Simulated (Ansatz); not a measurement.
Reaction (SMILES): [SeH] (SeH) → [SeH-] (an electron is taken up)
B3LYP-D3(BJ)/def2-TZVP geometries, fixed; electronic energies without zero-point terms; positive where energy is released.
Largest species:
```
Se
H 1 1.4749
```
Charge 0, spin multiplicity 2.

Basis-set convergence of the adiabatic electron affinity at PBE with Ansatz (a quantum-chemistry and plane-wave program). Cartesian d functions, on some or all atoms, in 6-31G, 6-31G*; all else is spherical. The program fits the integrals of some runs and decomposes those of others, by size. Open shells are unrestricted. No added dispersion term, no relativity. Functions are those of the species that has most. Reference: the value in aug-cc-pV5Z, 2.306 eV, itself unsure by roughly 0.002 eV (its mean distance from aug-pcseg-3, aug-cc-pVQZ, def2-QZVPPD). Deviations are taken from unrounded values.

```json
[
 {"basis": "6-31G", "functions": "31", "adiabatic electron affinity (eV)": "1.949", "minus reference (eV)": "-0.356"},
 {"basis": "def2-SV(P)", "functions": "34", "adiabatic electron affinity (eV)": "1.528", "minus reference (eV)": "-0.777"},
 {"basis": "6-31G*", "functions": "37", "adiabatic electron affinity (eV)": "1.896", "minus reference (eV)": "-0.409"},
 {"basis": "def2-SVP", "functions": "37", "adiabatic electron affinity (eV)": "1.530", "minus reference (eV)": "-0.775"},
 {"basis": "cc-pVTZ", "functions": "57", "adiabatic electron affinity (eV)": "2.070", "minus reference (eV)": "-0.235"},
 {"basis": "aug-pcseg-2", "functions": "82", "adiabatic electron affinity (eV)": "2.311", "minus reference (eV)": "0.006"},
 {"basis": "def2-QZVPP", "functions": "119", "adiabatic electron affinity (eV)": "2.154", "minus reference (eV)": "-0.152"},
 {"basis": "aug-cc-pVQZ", "functions": "139", "adiabatic electron affinity (eV)": "2.304", "minus reference (eV)": "-0.002"},
 {"basis": "cc-pV5Z", "functions": "159", "adiabatic electron affinity (eV)": "2.225", "minus reference (eV)": "-0.081"}
]
```

The smallest set listed that lies within 0.1 eV of the reference with all its larger relatives (same family, alike in diffuse functions; a set with none counts only in the reference's own line) is aug-pcseg-2 (82 functions, 0.006 eV off). Inside, with no larger relative to test it: cc-pV5Z. (Relatives not listed, tested too: aug-pcseg-3 0.001, aug-cc-pV5Z 0.000 eV.)
